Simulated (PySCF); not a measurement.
The vertical singlet excitations below were computed for one of the candidates. Computed with TDDFT PBE0/def2-SVPD, vertical, gas phase, core orbitals frozen in the response in PySCF 2.14.0, density-fitted response routines. Geometries: GFN2-xTB, one conformer each.

```
state  λ (nm)       f
   S1   178.7   0.033
   S2   168.0   0.105
   S3   167.9  0.0006
   S4   164.8   0.123
   S5   161.9   0.018
   S6   160.4   0.015
```

Task: Which structure fits?
A. `ClC[SiH]1CC=CC1`
B. `[C@@H]12C=C(F)[C@H]2C=C1`
C. `C=C[C@@H](Cl)CF`

Result: C. Its S1, at 6.94 eV, is the highest among the candidates; the nearest of the others has S1 at 6.41 eV. S1 is HOMO→LUMO+1 (64%), HOMO→LUMO (31%). Löwdin shares by element: HOMO carbon 83% (atoms not listed hold the other 17%); LUMO carbon 72% (atoms not listed hold the other 28%). At the same level the other candidates give, for their lowest levels:
- `ClC[SiH]1CC=CC1`: 193 nm (f 0.004); 186 nm (f 0.029); 184 nm (f 0.005); 175 nm (f 0.009); 174 nm (f 0.113); T1 4.44 eV; HOMO -7.19, LUMO 0.19 eV
- `FC1=C[C@@H]2C=C[C@H]12`: 230 nm (f 0.000); 207 nm (f 0.018); 178 nm (f 0.028); 175 nm (f 0.017); 173 nm (f 0.008); T1 3.90 eV; HOMO -7.05, LUMO -0.46 eV

Shape of the structure used: `[CH2:1]=[CH:2][C@@H:3]([Cl:4])[CH2:5][F:6]`: C1–C2–C3–Cl4 -2°, C2–C3–C5–F6 65°.
Triplets come from the Tamm–Dancoff approximation.
